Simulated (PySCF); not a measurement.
## Circular dichroism: `CC[C@H]1C[C@H](F)[S@@]1=O`, C₅H₉FOS

Geometry (Å), atoms numbered from 1 in this order:
```xyz
17

C     2.352   -0.151    0.110
C     1.160    0.075   -0.812
C    -0.085    0.380   -0.009
C    -1.433    0.368   -0.731
C    -2.223   -0.327    0.368
F    -2.816    0.550    1.219
S    -0.618   -1.019    1.129
O    -0.490   -0.614    2.518
H     2.567    0.746    0.686
H     2.137   -0.959    0.807
H     3.238   -0.413   -0.463
H     0.988   -0.821   -1.414
H     1.368    0.903   -1.496
H     0.040    1.265    0.615
H    -1.400   -0.251   -1.626
H    -1.825    1.351   -0.992
H    -2.968   -1.071    0.080
```

Computed with TDDFT BHandHLYP/def2-SVPD circular dichroism and optical rotation, one conformer, gas phase (PySCF). Geometry: GFN2-xTB.

The molecule is flexible and this is one conformer; a measurement averages over conformers. States above about 8.1 eV (minus the energy of the highest occupied orbital) lie near or above the ionisation threshold and depend on the basis.

Assign R or S to each stereocentre.

C3 S, C5 R, S7 R.

Which excitations and rotatory strengths does the calculation give?

Rotatory strengths R in 10⁻⁴⁰ esu² cm², velocity form and length form (origin at the centre of mass); f in length form.
```tsv
state	E (eV)	λ (nm)	f	R (velocity)	R (length)	main
1	5.51	225	0.027	+12.6	+18.1	HOMO→LUMO 0.84
2	5.77	215	0.016	-25.0	-29.3	HOMO→LUMO+2 0.44, HOMO→LUMO+1 0.28
3	6.60	188	0.005	+0.5	-1.0	HOMO−1→LUMO 0.53, HOMO−1→LUMO+2 0.19
4	6.79	183	0.039	-14.2	-14.0	HOMO→LUMO+1 0.47, HOMO→LUMO+2 0.31
5	7.08	175	0.046	+23.8	+23.4	HOMO−1→LUMO 0.22, HOMO−1→LUMO+2 0.15
6	7.40	168	0.025	+4.8	+5.2	HOMO→LUMO+4 0.37, HOMO→LUMO+3 0.12
7	7.53	165	0.015	-1.0	-1.6	HOMO→LUMO+3 0.63, HOMO→LUMO+4 0.22
8	7.85	158	0.006	+2.8	+3.5	HOMO−1→LUMO+1 0.41, HOMO−1→LUMO+2 0.36
9	7.94	156	0.007	-4.2	-3.9	HOMO→LUMO+6 0.39, HOMO→LUMO+7 0.13
10	8.09	153	0.031	+4.9	+6.3	HOMO→LUMO+5 0.54, HOMO→LUMO+6 0.16
11	8.18	151	0.072	-38.5	-38.5	HOMO−1→LUMO+4 0.28, HOMO−1→LUMO+3 0.19
12	8.42	147	0.035	+17.4	+17.2	HOMO→LUMO+7 0.43, HOMO−1→LUMO+3 0.26
```

For state 3 the two forms differ in sign, so the sign of R isn't settled.

Among the states computed, the strongest CD band (largest |R|) is state 11. The largest dissymmetry factor in size, g = 4R/(D+G), with D and G the electric and magnetic dipole strengths, is -0.011 for state 2 (velocity form, f = 0.019), among bands with |R| over 0.5. The mirror image has the same energies and oscillator strengths and all R with the opposite sign.
